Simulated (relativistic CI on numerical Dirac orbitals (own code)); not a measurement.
# Cr4+ in a cubic cluster: 3s photoemission with charge transfer

Computed with a charge-transfer multiplet model of a cubic metal-ligand cluster with up to 2 ligand holes, Slater and spin-orbit integrals from Dirac-Coulomb-Breit ions, Slater integrals scaled by 0.7. The ground state mixes d2 with configurations of k ligand holes L, whose averages lie at kΔ + k(k − 1)U_dd/2; a core hole lowers each added d electron by U_cd. 300 K, Lorentzian 1.4 eV and Gaussian 0.8 eV FWHM.

Atomic integrals in eV (Slater integrals scaled, ζ unscaled), ground: F2dd 8.205, F4dd 5.167, zeta_d 0.039; with the core hole: F2dd 8.854, F4dd 5.603, zeta_d 0.045, G2cd 8.618.

Cluster parameters (eV): Δ = -0.5, U_dd = 5.8, U_cd = 6.4, 10Dq = 0.7, 10Dq(ligand) = 1.6, final-state hopping factor = 0.8.

```csv
Case,n_d,d2,d3L,d4L2,S
"V(eg) = 1.9 eV, V(t2g) = -0.88 eV",2.94,0.23,0.61,0.17,1.00
"V(eg) = 2.5 eV, V(t2g) = -1.16 eV",2.96,0.23,0.58,0.19,1.00
"V(eg) = 3.1 eV, V(t2g) = -1.44 eV",2.98,0.22,0.57,0.21,1.00
```

Weights, n_d and S are thermal averages at 300 K. Binding energies count from the first peak over 30 % of the highest in each spectrum, which can be another peak from case to case. The parameters are a model scan and need not match a compound or its usual spin state. Peaks in eV (height, largest 100):
- V(eg) = 1.9 eV, V(t2g) = -0.88 eV: 0.0 (100), 3.5 (58), 7.4 (75), 14.2 (16)
- V(eg) = 2.5 eV, V(t2g) = -1.16 eV: 0.0 (100), 4.2 (44), 7.1 (53), 16.3 (9)
- V(eg) = 3.1 eV, V(t2g) = -1.44 eV: 0.0 (100), 4.8 (47), 7.2 (38), 12.4 (8), 18.1 (6)

Curve for V(eg) = 1.9 eV, V(t2g) = -0.88 eV (points under 2 left out, the grid thinned):

```csv
E (eV),Intensity
-4.0,4.6
-3.4,6.2
-2.8,8.7
-2.2,13.3
-1.6,23.3
-1.0,47.1
-0.4,87.9
0.2,95.0
0.8,58.7
1.4,36.0
2.0,31.2
2.6,39.4
3.2,55.3
3.8,54.7
4.4,43.9
5.0,36.9
5.6,34.3
6.2,41.0
6.8,61.5
7.4,74.7
8.0,61.2
8.6,40.9
9.2,26.9
9.8,19.4
10.4,16.2
11.0,14.6
11.6,13.3
12.2,11.8
12.8,11.7
13.4,13.6
14.0,15.5
14.6,15.4
15.2,14.3
15.8,12.7
16.4,11.0
17.0,7.9
17.6,4.9
18.2,3.3
18.8,2.5
19.4,2.2
20.0,2.2
20.6,2.7
21.2,3.6
21.8,3.4
22.4,2.1
```

For the case V(eg) = 2.5 eV, V(t2g) = -1.16 eV, Δ = -0.5 eV is smaller than U_dd = 5.8 eV, the charge-transfer side of the Zaanen-Sawatzky-Allen scheme (negative Δ: between configuration averages a ligand hole costs less than the nominal valence; multiplet and field energies can change this for the lowest states). With the core hole the average of the configuration with one ligand hole lies at Δ − U_cd = -6.9 eV before mixing: it lies below the unscreened one, so the lowest final states are mostly screened and the unscreened weight appears at higher binding energy as a satellite.

With at most 2 ligand holes the space is cut while the next configuration still counts, so covalency is underestimated, and a final configuration with one more ligand hole, which can lie low, is missing from the spectra.

Without intra-shell correlation the exchange splitting of the 3s hole comes out too large.
